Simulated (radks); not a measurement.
All-electron atom: Ni20+ in [He] 2s2 2p4 (the NIST ground configuration). Calculated with a radial shooting solver on a logarithmic mesh with Libxc functionals: Dirac Kohn-Sham, relativistic LDA (MacDonald-Vosko exchange, VWN5 correlation), spin-unpolarised, spherical densities, finite nucleus; open shells fill j = l - 1/2 first; Fermi nuclear charge, rms radius 3.7757 fm.

Normalised radial functions P(r) = r R(r) (large component), r in bohr:

r,2p1/2
0.004819,0.0198
0.005348,0.0236
0.005981,0.0287
0.00669,0.0349
0.007483,0.0424
0.008303,0.0508
0.009287,0.0618
0.01039,0.0751
0.01162,0.0912
0.01289,0.1091
0.01442,0.1322
0.01613,0.1599
0.01804,0.1931
0.02002,0.2295
0.02239,0.2757
0.02504,0.3302
0.02801,0.3940
0.03108,0.4626
0.03477,0.5473
0.03889,0.6440
0.04349,0.7533
0.04826,0.8662
0.05398,0.9995
0.06038,1.1436
0.06753,1.2965
0.07494,1.4431
0.08382,1.6018
0.09375,1.7553
0.1049,1.8965
0.1164,2.0092
0.1301,2.1025
0.1456,2.1580
0.1628,2.1682
0.1807,2.1319
0.2021,2.0413
0.226,1.8985
0.2528,1.7095
0.2805,1.5018
0.3138,1.2570
0.3509,1.0063
0.3925,0.7666
0.4356,0.5666
0.4872,0.3855
0.5449,0.2448
0.6095,0.1440
0.6763,0.0814
0.7564,0.0402
0.8461,0.0178
0.9464,0.0070
1.05,0.0026
1.175,0.0008
1.314,0.0002
1.469,0.0000
1.63,0.0000
1.824,0.0000

2p1/2: eigenvalue -1723.2 eV, 0 radial nodes, <r> = 0.202 bohr, 90 % of the charge inside 0.328 bohr.
